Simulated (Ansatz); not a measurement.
Geometry optimisation, RKS PBE/def2-SVP in Ansatz 0.2.0.

Input file:

```yaml
crystal:
  periodic: [false, false, false]
  atoms:
    - { symbol: Ti, position_ang: [0.15574, 0.392154, -0.471609] }
    - { symbol: Cl, position_ang: [0.024729, -0.035142, 3.07326] }
    - { symbol: F, position_ang: [1.622215, -0.016541, -1.305108] }
    - { symbol: Cl, position_ang: [-1.135076, 1.761773, -1.572286] }
    - { symbol: F, position_ang: [-0.701653, -1.042184, 0.007183] }
    - { symbol: H, position_ang: [0.664987, 1.495318, 0.718749] }
    - { symbol: H, position_ang: [0.496658, 1.094522, 2.524112] }
basis:
  gaussian: { orbitals: def2-SVP }
hamiltonian:
  xc: pbe
relax:
  f_tol: 0.03
  max_steps: 50
```

Run as:

```bash
$ ansatz run input.yaml --threads 2 --pin off --max-ram 3072MiB --backend cpu --events-out ev --progress --plain --runs-dir out
```

Question: Where does it end, and by what steps?

Answer: The run converged. The force dipped under the threshold on the way, but the program's further checks kept it going. After 39 steps the energy has fallen by 1.812 eV; H7 moved furthest, 2.17 Å. Parted: Ti1–H6 (1.70 → 3.96 Å), Cl2–H7 (1.34 → 3.89 Å). Joined: Ti1–Cl2 (3.57 → 2.18 Å), H6–H7 (1.86 → 0.77 Å).

```
step  energy less start (eV)  largest force component (eV/Å)  accepted
   0                  0.0000                           0.817       yes
   2                 -0.0590                           0.274       yes
   4                 -0.0728                           0.070       yes
   6                 -0.0828                           0.233       yes
   8                 -0.0980                           0.082       yes
  10                 -0.1302                           0.371       yes
  12                 -0.2085                           0.203       yes
  14                 -0.2936                           1.136       yes
  16                 -0.9566                           1.207       yes
  18                 -1.2216                           0.433       yes
  20                 -1.4338                           0.473       yes
  22                 -1.6855                           0.766       yes
  24                 -1.7922                           0.263       yes
  26                 -1.8058                           0.034       yes
  28                 -1.7783                           1.284        no
  30                 -1.8065                           0.202        no
  32                 -1.8072                           0.197       yes
  34                 -1.8099                           0.044       yes
  36                 -1.8116                           0.142       yes
  38                 -1.8121                           0.072        no
  39                 -1.8123                           0.010       yes
```

```xyz
7
Properties=species:S:1:pos:R:3
Ti 0.391 -0.498 -0.339
Cl 1.076 -0.442 1.735
F 1.670 -1.088 -1.354
Cl -0.201 1.502 -1.001
F -0.964 -1.576 -0.470
H -0.382 2.708 1.858
H -0.463 3.043 2.545
```

Whether the end is a true minimum wasn't checked by a vibrational analysis.

Time of the run: 56 s on 2 threads of Intel(R) Xeon(R) 6975P-C (Granite Rapids), on a shared host, peak memory 0.17 GiB.
